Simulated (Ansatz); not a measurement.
Relaxation of C₄H₅ClO₂ (12 atoms, charge 0, multiplicity 1), to a largest force component of 0.015 eV/Å in at most 40 steps.

Theory: RHF/def2-SVP (Ansatz).

```xyz
12
Properties=species:S:1:pos:R:3
C -0.173 -2.115 -0.049
C 0.388 -0.921 -0.367
C 1.584 -0.679 -1.172
O 2.458 -1.627 -1.280
C 1.839 0.493 -1.811
O 3.028 0.606 -2.559
Cl 0.787 1.888 -1.826
H 0.237 -2.998 -0.405
H -1.108 -2.111 0.598
H -0.158 -0.050 -0.032
H 2.328 -2.316 -0.545
H 3.431 -0.268 -2.486
```

Task: Where does it end, and by what steps?

Result: The run converged. After 13 steps the energy has fallen by 0.734 eV; H11 moved furthest, 0.29 Å.

```tsv
step	energy less start (eV)	largest force component (eV/Å)	accepted
0	0.0000	4.975	yes
1	-0.5925	1.530	yes
2	-0.6632	0.613	yes
3	-0.7041	0.297	yes
4	-0.7190	0.425	yes
5	-0.7271	0.282	yes
6	-0.7254	0.583	no
7	-0.7323	0.154	yes
8	-0.7320	0.088	no
9	-0.7334	0.083	yes
10	-0.7320	0.108	no
11	-0.7339	0.029	yes
12	-0.7331	0.142	no
13	-0.7341	0.006	yes
```

```xyz
12
Properties=species:S:1:pos:R:3
C -0.176 -2.081 -0.010
C 0.258 -0.895 -0.418
C 1.479 -0.693 -1.201
O 2.303 -1.769 -1.411
C 1.875 0.446 -1.767
O 2.995 0.574 -2.470
Cl 0.973 1.910 -1.705
H 0.335 -3.001 -0.263
H -1.079 -2.167 0.579
H -0.299 -0.004 -0.167
H 2.562 -2.141 -0.579
H 3.414 -0.277 -2.521
```

Whether the end is a true minimum wasn't checked by a vibrational analysis.

Time of the run: 40 s on 2 threads of Intel(R) Xeon(R) 6975P-C (Granite Rapids), with other jobs on the host, peak memory 0.32 GiB.
